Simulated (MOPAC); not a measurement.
MOPAC input (PM3):

```
PM3 FORCE THERMO(298,298) PRECISE LET CHARGE=1 GEO-OK AUX(PRECISION=9) THREADS=1
H7ClN3Si

N     1.89371380 1   -0.12981735 1   -0.31754190 1
Si    0.24744865 1    0.17202941 1    0.17101135 1
N    -0.07183995 1    1.33212536 1    1.43283604 1
N    -0.19046531 1   -1.46536428 1    1.04684106 1
Cl   -1.14476564 1    0.07854461 1   -1.31447511 1
H     2.63333718 1    0.43585954 1    0.04495004 1
H     2.09146192 1   -0.39644264 1   -1.26004717 1
H     0.67112232 1    1.89531334 1    1.79236703 1
H    -0.92719160 1    1.84872137 1    1.42819100 1
H    -0.95087693 1   -1.93790171 1    0.58026980 1
H     0.58796813 1   -2.10700456 1    1.06641293 1
H    -0.47551942 1   -1.32118597 1    2.00392504 1
```

From the output:

```
     H   12   0.004769   0.005720   0.006574   0.899366   0.902271   6.750396

          HEAT OF FORMATION =      43.073159 KCALS/MOLE

          ZERO POINT ENERGY      59.702 KCAL/MOL

           NORMAL COORDINATE ANALYSIS (Total motion = 1 Angstrom)

   Root No.       1         2         3         4         5         6         7         8

                 1 A"      1 A'      2 A"      3 A"      2 A'      4 A"      3 A'      4 A'

                 137.4     159.6     186.6     210.2     213.8     223.4     232.2     253.7

           1   -0.0348   -0.0027   -0.0032   -0.0108    0.0226   -0.0307   -0.0083    0.0081
           2    0.0503    0.0706   -0.0055    0.0145    0.0475    0.0181   -0.0093    0.0148
           3   -0.0697   -0.0075    0.0010    0.0288   -0.0152    0.0228   -0.0501    0.0309
           4   -0.0331   -0.0033   -0.0031   -0.0125    0.0239   -0.0310   -0.0062    0.0058
           5   -0.0193    0.0057   -0.0018   -0.0073   -0.0409   -0.0181    0.0106   -0.0100
           6   -0.0000    0.0150    0.0000    0.0000   -0.0087   -0.0000    0.0462   -0.0176
           7    0.0267   -0.0602   -0.0063    0.0073   -0.0524    0.0007    0.0122   -0.0168
           8   -0.0550    0.0371   -0.0001   -0.0165    0.0036   -0.0356    0.0027    0.0002
           9    0.0697   -0.0075   -0.0010   -0.0288   -0.0152   -0.0228   -0.0501    0.0309
          10   -0.0422    0.0311   -0.0003    0.0293   -0.0264    0.0455   -0.0199    0.0103
          11   -0.0247   -0.0533   -0.0002    0.0171    0.0451    0.0266    0.0341   -0.0177
          12   -0.0000    0.0431   -0.0000    0.0000   -0.0488   -0.0000    0.0297   -0.0121
          13    0.0508    0.0157    0.0069   -0.0015    0.0093    0.0112    0.0155   -0.0025
          14    0.0297   -0.0268    0.0040   -0.0009   -0.0158    0.0065   -0.0266    0.0042
          15    0.0000   -0.0257   -0.0000   -0.0000    0.0453   -0.0000   -0.0010   -0.0072
          16    0.0077    0.0368   -0.0038    0.0021    0.0788   -0.0022   -0.0227    0.0271
          17    0.0653    0.0854   -0.0061   -0.0021    0.0760    0.0497    0.0047    0.0500
          18    0.0112    0.0600    0.0037    0.2161    0.0244   -0.0921   -0.2232   -0.1553
          19   -0.0896   -0.0485   -0.0018   -0.0150   -0.0331   -0.0428   -0.0292   -0.0023
          20    0.0308    0.0556   -0.0067   -0.0714    0.0597    0.0959    0.0606    0.1195
          21   -0.1660   -0.0866    0.0004   -0.1229   -0.0592    0.1412    0.0453    0.1971
          22    0.0607   -0.0925   -0.0072   -0.0008   -0.1049    0.0422    0.0071   -0.0569
          23   -0.0254    0.0099   -0.0003    0.0028   -0.0313   -0.0264    0.0221    0.0010
          24   -0.0112    0.0600   -0.0037   -0.2161    0.0243    0.0921   -0.2232   -0.1553
          25   -0.0172   -0.0246   -0.0067   -0.0695   -0.0357    0.0626   -0.0384   -0.1030
          26   -0.0932    0.0696    0.0018    0.0220    0.0581   -0.0844    0.0552    0.0607
          27    0.1660   -0.0866   -0.0004    0.1229   -0.0592   -0.1412    0.0453    0.1971
          28   -0.0309    0.0308   -0.2744    0.0447   -0.0260    0.0696   -0.0198    0.0103
          29   -0.0180   -0.0528   -0.1603    0.0261    0.0445    0.0407    0.0339   -0.0176
          30    0.0000    0.0829   -0.0000    0.0000   -0.1197   -0.0000    0.0135    0.0012
          31   -0.0445    0.0414    0.0112    0.0481   -0.0451    0.0740   -0.0242    0.0140
          32   -0.0372   -0.0695    0.2938    0.0115    0.0762    0.0169    0.0406   -0.0240
          33    0.0074    0.0319   -0.1097   -0.0264   -0.0295   -0.0402    0.0339   -0.0156
          34   -0.0543    0.0402    0.2614    0.0336   -0.0443    0.0511   -0.0235    0.0140
          35   -0.0205   -0.0702   -0.1345    0.0362    0.0767    0.0562    0.0410   -0.0240
          36   -0.0074    0.0319    0.1097    0.0264   -0.0295    0.0402    0.0339   -0.0156

   Root No.       9        10        11        12        13        14        15        16

                 5 A'      5 A"      6 A'      7 A'      6 A"      8 A'      7 A"      9 A'

                 365.8     592.1     629.1     674.3     837.4     844.1     853.4     859.9

           1    0.0563    0.0255   -0.0182    0.0431    0.0091    0.0572   -0.0228   -0.0030
           2   -0.0025    0.0060   -0.0077    0.0063   -0.0281    0.0140    0.0075   -0.0159
           3   -0.0103    0.0358   -0.0281    0.0209    0.0035   -0.0188    0.0067    0.0034
           4    0.0491   -0.0113    0.0104    0.0002   -0.0013   -0.0121    0.0071    0.0007
           5   -0.0840   -0.0066   -0.0178   -0.0004   -0.0008    0.0207    0.0041   -0.0013
           6    0.0859    0.0000   -0.0266   -0.0475   -0.0000    0.0139   -0.0000    0.0012
           7   -0.0255    0.0178    0.0157   -0.0267   -0.0200   -0.0403   -0.0047    0.0152
           8   -0.0503    0.0192    0.0121   -0.0345    0.0217   -0.0429   -0.0236   -0.0052
           9   -0.0103   -0.0358   -0.0281    0.0209   -0.0035   -0.0187   -0.0067    0.0034
          10   -0.0007   -0.0036   -0.0120   -0.0183    0.0072   -0.0071    0.0397   -0.0145
          11    0.0011   -0.0021    0.0205    0.0312    0.0042    0.0121    0.0231    0.0249
          12    0.0301   -0.0000    0.0628    0.0744    0.0000   -0.0147    0.0000   -0.0123
          13   -0.0495    0.0008   -0.0011    0.0005   -0.0011    0.0004    0.0006   -0.0004
          14    0.0847    0.0005    0.0019   -0.0008   -0.0007   -0.0007    0.0004    0.0007
          15   -0.0664   -0.0000   -0.0025    0.0004    0.0000    0.0006    0.0000    0.0002
          16    0.0980   -0.0635    0.0770   -0.0412    0.1942   -0.0010   -0.0687    0.0905
          17    0.0245   -0.0200    0.0300   -0.0272    0.0826   -0.0290   -0.0171    0.0408
          18   -0.0292   -0.1936    0.1399   -0.1281    0.0250    0.0578   -0.0255    0.0069
          19   -0.0335   -0.0928    0.0416   -0.0064   -0.1642    0.1863   -0.0045   -0.1026
          20    0.0119   -0.0403    0.0493   -0.0456    0.0733   -0.0158   -0.0204    0.0327
          21   -0.0901   -0.1869    0.1436   -0.1294   -0.0297    0.0877   -0.0212   -0.0327
          22   -0.0695   -0.0486   -0.0640    0.0439    0.1673    0.0257   -0.0486   -0.0800
          23   -0.0733   -0.0455   -0.0524    0.0225    0.1286   -0.0134   -0.0515   -0.0588
          24   -0.0292    0.1936    0.1399   -0.1281   -0.0250    0.0578    0.0254    0.0069
          25    0.0061   -0.0806   -0.0633    0.0429   -0.0168   -0.0777   -0.0200    0.0219
          26    0.0350   -0.0610   -0.0121   -0.0168   -0.1790   -0.1700    0.0060    0.1055
          27   -0.0902    0.1869    0.1436   -0.1294    0.0297    0.0877    0.0212   -0.0327
          28   -0.0000    0.0063   -0.0105   -0.0163   -0.0177   -0.0080   -0.0844   -0.0149
          29    0.0000    0.0037    0.0179    0.0279   -0.0103    0.0137   -0.0493    0.0256
          30   -0.0588   -0.0000    0.0453    0.0902    0.0000    0.1267   -0.0000    0.2392
          31   -0.0242    0.0120   -0.0159   -0.0107   -0.0285    0.0307   -0.1362    0.0542
          32    0.0412   -0.0039    0.0252    0.0173    0.0084   -0.0532    0.0462   -0.0949
          33    0.0539   -0.0224    0.0619    0.0601    0.0518   -0.0492    0.2561   -0.0772
          34   -0.0240    0.0025   -0.0141   -0.0098   -0.0067    0.0313   -0.0266    0.0561
          35    0.0413    0.0123    0.0262    0.0178   -0.0290   -0.0528   -0.1414   -0.0938
          36    0.0539    0.0224    0.0619    0.0601   -0.0518   -0.0492   -0.2561   -0.0772

   Root No.      17        18        19        20        21        22        23        24

                10 A'      8 A"     11 A'      9 A"     12 A'     10 A"     13 A'     14 A'

                 928.7    1007.1    1595.5    1641.1    1647.7    1730.9    1735.4    3369.4

           1    0.0327   -0.0780    0.0027   -0.0262    0.0247    0.0004   -0.0002   -0.0000
           2   -0.0232   -0.0057   -0.0002    0.0017   -0.0020   -0.0001   -0.0001    0.0002
           3   -0.0005    0.0123   -0.0007    0.0096   -0.0084   -0.0001   -0.0000    0.0000
           4   -0.0199    0.0750    0.0003    0.0008   -0.0003   -0.0005    0.0003    0.0001
           5    0.0341    0.0438   -0.0005    0.0005    0.0005   -0.0003   -0.0006   -0.0001
           6   -0.0016    0.0000   -0.0016   -0.0000   -0.0012   -0.0000    0.0001    0.0000
           7    0.0042   -0.0433   -0.0011   -0.0114   -0.0104    0.0001    0.0002   -0.0002
           8   -0.0399   -0.0651   -0.0025   -0.0237   -0.0225    0.0004    0.0001    0.0001
           9   -0.0005   -0.0123   -0.0007   -0.0096   -0.0084    0.0001   -0.0000    0.0000
          10    0.0091   -0.0144    0.0108   -0.0008   -0.0004   -0.0332    0.0181    0.0204
          11   -0.0156   -0.0084   -0.0184   -0.0005    0.0008   -0.0194   -0.0309   -0.0348
          12    0.0038   -0.0000   -0.0498    0.0000    0.0035    0.0000    0.0149    0.0170
          13    0.0006   -0.0006   -0.0000    0.0000   -0.0000    0.0000   -0.0000    0.0000
          14   -0.0010   -0.0003    0.0000    0.0000    0.0000    0.0000    0.0001   -0.0000
          15    0.0008   -0.0000    0.0000    0.0000    0.0000    0.0000    0.0002   -0.0001
          16    0.1724   -0.0556   -0.0171    0.1803   -0.1679   -0.0007    0.0004    0.0008
          17    0.0598    0.0122   -0.0105    0.1127   -0.1058   -0.0007    0.0003   -0.0011
          18    0.0280   -0.0374    0.0077   -0.1003    0.0924    0.0003   -0.0011   -0.0002
          19   -0.0820   -0.1541   -0.0174    0.1775   -0.1692   -0.0006    0.0009   -0.0014
          20    0.0506    0.0129    0.0128   -0.1427    0.1335    0.0005   -0.0007   -0.0019
          21   -0.0099   -0.0533    0.0033   -0.0504    0.0443    0.0002    0.0000    0.0010
          22   -0.1367   -0.0167    0.0176    0.1867    0.1746   -0.0010   -0.0005    0.0005
          23   -0.1208   -0.0544    0.0097    0.1017    0.0943   -0.0003   -0.0002   -0.0013
          24    0.0280    0.0374    0.0077    0.1003    0.0924   -0.0003   -0.0011   -0.0002
          25   -0.0038   -0.0645   -0.0026   -0.0372   -0.0332    0.0002    0.0001    0.0023
          26    0.0963   -0.1406    0.0215    0.2247    0.2129   -0.0008   -0.0011    0.0003
          27   -0.0100    0.0533    0.0033    0.0504    0.0443   -0.0002    0.0001    0.0010
          28    0.0090    0.0372   -0.0071    0.0015    0.0007    0.3683   -0.0023   -0.2437
          29   -0.0154    0.0217    0.0122    0.0009   -0.0012    0.2152    0.0039    0.4171
          30   -0.1428   -0.0000    0.2804    0.0000   -0.0223    0.0000    0.1785   -0.0162
          31   -0.0312    0.0554   -0.1521    0.0005    0.0115   -0.0772    0.0597   -0.1932
          32    0.0560   -0.0157    0.0854    0.0003   -0.0051    0.2496    0.3299   -0.0655
          33    0.0421   -0.1002    0.2260   -0.0018   -0.0171    0.0438   -0.1960   -0.1107
          34   -0.0335    0.0135    0.0003    0.0005   -0.0012    0.1795   -0.3167    0.1519
          35    0.0546    0.0559    0.1744    0.0003   -0.0125   -0.1898    0.1101    0.1362
          36    0.0421    0.1002    0.2260    0.0018   -0.0171   -0.0438   -0.1960   -0.1107

   Root No.      25        26        27        28        29        30

                11 A"     12 A"     15 A'     13 A"     16 A'     17 A'

                3375.4    3413.1    3413.4    3535.3    3535.9    3560.2

           1    0.0000    0.0000    0.0000   -0.0150    0.0143   -0.0010
           2    0.0002   -0.0265    0.0266    0.0017   -0.0015    0.0000
           3   -0.0002    0.0054   -0.0054    0.0081   -0.0077    0.0005
           4   -0.0002   -0.0001   -0.0001   -0.0004    0.0001    0.0001
           5   -0.0001   -0.0001    0.0002   -0.0002   -0.0002   -0.0002
           6   -0.0000   -0.0000   -0.0000   -0.0000   -0.0001   -0.0007
           7    0.0002   -0.0231   -0.0232   -0.0059   -0.0057    0.0004
```

The dipole moment of an ion depends on the origin.
